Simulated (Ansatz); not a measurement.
Ansatz (a program for electronic structure) input:

Ansatz 0.2 input:
```yaml
crystal:
  periodic: [false, false, false]
  atoms:
    - {symbol: Ge, position_ang: [-0.00000000, -0.00000000, -1.16137475]}
    - {symbol: Br, position_ang: [0.00000000, 0.00000000, 1.06182835]}
basis:
  gaussian:
    orbitals: def2-TZVP
hamiltonian:
  xc: b3lyp
  dispersion: d3bj
total_charge: 1
phonons: {temperatures: {t_min: 298.15, t_max: 298.15, t_step: 100}}
```

Question: Predict the final energy.

Answer: -4650.97481 Eh (B3LYP-D3(BJ)/def2-TZVP). The basis has 96 functions.
